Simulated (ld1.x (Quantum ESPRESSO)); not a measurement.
# Scattering properties, PAW potential for C (Z = 6)

carbon, PAW, made with ld1.x (Quantum ESPRESSO) 7.5 (PBE, scalar-relativistic). Core [He], reference 2s2 2p1 (charge +1). Waves: 2s (bound): rcut 0.85, rcutus 0.90 bohr; 2s channel at -1 Ry: rcut 0.85, rcutus 0.90 bohr; 2p (bound): rcut 2.65, rcutus 3.10 bohr; 2p channel at 2 Ry: rcut 2.65, rcutus 3.10 bohr. Local part: all-electron potential smoothed inside 1.85 bohr (lloc = -1). Core correction: Bessel-smoothed model core inside 0.85 bohr. Augmentation charge: BESSEL, radius 0.85 bohr.

The phase is arctan(r·u′/u) with u = r·R(r), unwrapped; energies in Ry, scanned from -4 to 5 Ry. A pole is an energy at which the radial function vanishes at the test radius. The pseudo phase is shifted by a multiple of π to meet the all-electron one at the reference energy, and phase errors are pseudo minus all-electron; the curves can meet again beyond the range given. Levels narrower than the energy grid can be missing from the lists of poles.

**Question.** For each channel, where are the poles, and over which energies does the pseudopotential scatter like the atom?

**Answer.**

```csv
channel,radius (bohr),reference energy (Ry),"poles, all-electron","poles, pseudo",unbroken range about the reference energy with phases within 0.05 rad,phase error 1 Ry above the reference energy (rad)
s,3.37,-1.89,"-1.84, 1.53","-1.84, 1.53",the whole range,-0.000
p,3.37,-1.25,"-1.17, 1.67","-1.17, 1.67",below -0.2,+0.040
```

Phases in the s channel:

```csv
E (Ry),all-electron,pseudo
-4.00,1.402,1.402
-3.76,1.394,1.394
-3.52,1.386,1.386
-3.28,1.376,1.376
-3.04,1.363,1.363
-2.80,1.348,1.348
-2.56,1.325,1.325
-2.32,1.286,1.286
-2.08,1.159,1.159
-1.84,-1.569,-1.569
-1.60,-1.773,-1.773
-1.36,-1.837,-1.837
-1.12,-1.897,-1.897
-0.88,-1.973,-1.973
-0.64,-2.095,-2.095
-0.40,-2.330,-2.330
-0.16,-2.871,-2.871
0.08,-3.724,-3.724
0.32,-4.218,-4.218
0.56,-4.434,-4.434
0.80,-4.548,-4.549
1.04,-4.620,-4.620
1.28,-4.671,-4.671
1.52,-4.711,-4.711
1.76,-4.746,-4.746
2.00,-4.778,-4.778
2.24,-4.811,-4.811
2.48,-4.849,-4.849
2.72,-4.894,-4.894
2.96,-4.958,-4.958
3.20,-5.058,-5.058
3.44,-5.252,-5.253
3.68,-5.743,-5.743
3.92,-6.730,-6.729
4.16,-7.300,-7.299
4.40,-7.517,-7.517
4.64,-7.624,-7.623
4.88,-7.687,-7.687
```
